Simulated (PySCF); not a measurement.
# MnH₇, singlet: data card

All numbers come from BP86/[Mn def2-TZVP, H def2-TZVP], no relativity, density fitting, PySCF.

The structure is a minimum.

```
Point group                                                                   : C2
Bond lengths                                                                  : H–H 0.918 Å (×2), Mn–H 1.488 Å, Mn–H 1.517 Å (×2), Mn–H 1.593 Å (×2), Mn–H 1.632 Å (×2)
Bond angles                                                                   : H–H–Mn 71.2° (×2), H–H–Mn 75.8° (×2), H–Mn–H 33.1° (×2), H–Mn–H 56.2° (×2), H–Mn–H 71.9° (×2), H–Mn–H 75.8° (×2), H–Mn–H 83.3° (×2), H–Mn–H 92.1° (×2), H–Mn–H 97.1° (×2), H–Mn–H 104.7° (×2), H–Mn–H 112.5°, H–Mn–H 151.5°, H–Mn–H 154.0° (×2), H–Mn–H 165.8°
Heat capacity Cp at 298.15 K                                                  : 73.1 J/(mol K)
Principal quadrupole moments (Buckingham, traceless) about the centre of mass : -3.41, 1.69, 1.72 D Å
Entropy at 298.15 K and 1 bar                                                 : 257.0 J/(mol K)
Rotational constants                                                          : 2.235, 1.268, 1.253 cm⁻¹
Lowest empty level                                                            : -3.19 eV
Atomisation energy without zero-point energy                                  : 1662 kJ/mol
Principal polarisabilities                                                    : 32.7, 41.9, 52.5 bohr³
Enthalpy at 298.15 K above 0 K                                                : 14.56 kJ/mol
Zero-point energy                                                             : 134.5 kJ/mol
Rotational symmetry number                                                    : 2
Highest occupied level                                                        : -5.02 eV
Dipole moment                                                                 : 1.86 D
```

Harmonic modes (masses in u: Mn 54.938, H 1.008):
```json
{"symmetry": "b", "ω (cm⁻¹)": "185", "IR (km/mol)": "5.7", "μ (u)": "1.01"}
{"symmetry": "b", "ω (cm⁻¹)": "332", "IR (km/mol)": "123", "μ (u)": "1.01"}
{"symmetry": "a", "ω (cm⁻¹)": "584", "IR (km/mol)": "2.0", "μ (u)": "1.03"}
{"symmetry": "b", "ω (cm⁻¹)": "594", "IR (km/mol)": "64.1", "μ (u)": "1.04"}
{"symmetry": "b", "ω (cm⁻¹)": "632", "IR (km/mol)": "39.5", "μ (u)": "1.02"}
{"symmetry": "a", "ω (cm⁻¹)": "797", "IR (km/mol)": "1.0", "μ (u)": "1.02"}
{"symmetry": "a", "ω (cm⁻¹)": "825", "IR (km/mol)": "0.1", "μ (u)": "1.01"}
{"symmetry": "a", "ω (cm⁻¹)": "845", "IR (km/mol)": "117", "μ (u)": "1.06"}
{"symmetry": "b", "ω (cm⁻¹)": "902", "IR (km/mol)": "74.2", "μ (u)": "1.05"}
{"symmetry": "b", "ω (cm⁻¹)": "1026", "IR (km/mol)": "281", "μ (u)": "1.06"}
{"symmetry": "a", "ω (cm⁻¹)": "1183", "IR (km/mol)": "27.7", "μ (u)": "1.01"}
{"symmetry": "a", "ω (cm⁻¹)": "1870", "IR (km/mol)": "0.3", "μ (u)": "1.01"}
{"symmetry": "b", "ω (cm⁻¹)": "1890", "IR (km/mol)": "45.4", "μ (u)": "1.01"}
{"symmetry": "a", "ω (cm⁻¹)": "1958", "IR (km/mol)": "15.3", "μ (u)": "1.02"}
{"symmetry": "b", "ω (cm⁻¹)": "1979", "IR (km/mol)": "133", "μ (u)": "1.03"}
{"symmetry": "a", "ω (cm⁻¹)": "2106", "IR (km/mol)": "2.6", "μ (u)": "1.02"}
{"symmetry": "a", "ω (cm⁻¹)": "2358", "IR (km/mol)": "92.7", "μ (u)": "1.01"}
{"symmetry": "b", "ω (cm⁻¹)": "2412", "IR (km/mol)": "506", "μ (u)": "1.02"}
```

In C2 the vibrations span 9b + 9a.

Charges (e):
```csv
atom,Mulliken,Löwdin,polar tensor,Mayer order to Mn1
Mn1,-0.49,-0.69,-0.33,–
H2,0.11,0.13,0.09,0.78
"H3,5",0.12,0.13,0.20,0.49
"H4,6",0.01,0.06,-0.09,0.90
"H7,8",0.06,0.09,0.02,0.53
```
Other Mayer orders above 0.3: H–H 0.43 (×2).

Mulliken populations on Mn1: s 6.58, p 12.47, d 6.44, f 0.00.

Outer orbital energies (eV). occupied: -12.63, -10.90, -9.39, -7.43, -5.74, -5.10, -5.02; empty: -3.19, -2.85, -0.22, 1.04.

Stability towards spin polarisation was not tested. Only a few start shapes were tried, so a lower isomer may exist.

The final relaxation and frequency run took roughly 3 core-minutes on a shared host.
